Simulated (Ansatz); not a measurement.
## Relaxing a trial structure of C2H8GeOSi

The starting geometry of this gas-phase singlet was optimised with GFN2-xTB; its bonds are those of `C=[CH][GeH2][SiH2]O`.

```xyz
13

C     1.0174    1.9067   -1.7860
C     0.4398    0.7199   -1.8817
Ge   -0.4807   -0.1624   -0.4039
O    -0.8511    0.0278    2.8673
Si   -0.3016    0.9514    1.6505
H     1.5214    2.3825   -2.6149
H     1.0144    2.4597   -0.8581
H     0.4707    0.2001   -2.8321
H     0.0529   -1.5882   -0.3994
H    -1.8904   -0.4127   -0.9005
H     1.0978    1.3177    1.9026
H    -1.1736    2.1131    1.7564
H    -0.5709   -0.8751    2.9865
```

**Question.** Where would you expect an optimisation with B3LYP-D3(BJ)/def2-SVP to take it?

**Answer.** It keeps its bonds, and is `C=[CH][GeH2][SiH2]O`.

The energy falls by 0.20 eV over 14 steps:

```tsv
step	E − E(last) (eV)
1	0.202
2	0.036
4	0.005
5	0.002
7	0.000
8	0.000
10	0.000
11	0.000
13	0.000
14	0.000
```

Final geometry (Å):

```xyz
13

C     1.0110    1.9224   -1.7496
C     0.4090    0.7374   -1.9016
Ge   -0.4659   -0.2356   -0.4472
O    -0.9536    0.0325    2.8810
Si   -0.2914    0.9400    1.6362
H     1.4893    2.4423   -2.5879
H     1.0606    2.4372   -0.7832
H     0.3976    0.2779   -2.8984
H     0.1844   -1.6376   -0.3137
H    -1.9476   -0.4871   -0.8175
H     1.1461    1.2725    1.8902
H    -1.0666    2.2081    1.5996
H    -0.6268   -0.8695    2.9788
```

The end wasn't checked by frequencies. Run with Ansatz 0.2.0, 56 s on 2 threads of Arm Neoverse V1, with other jobs on the host.
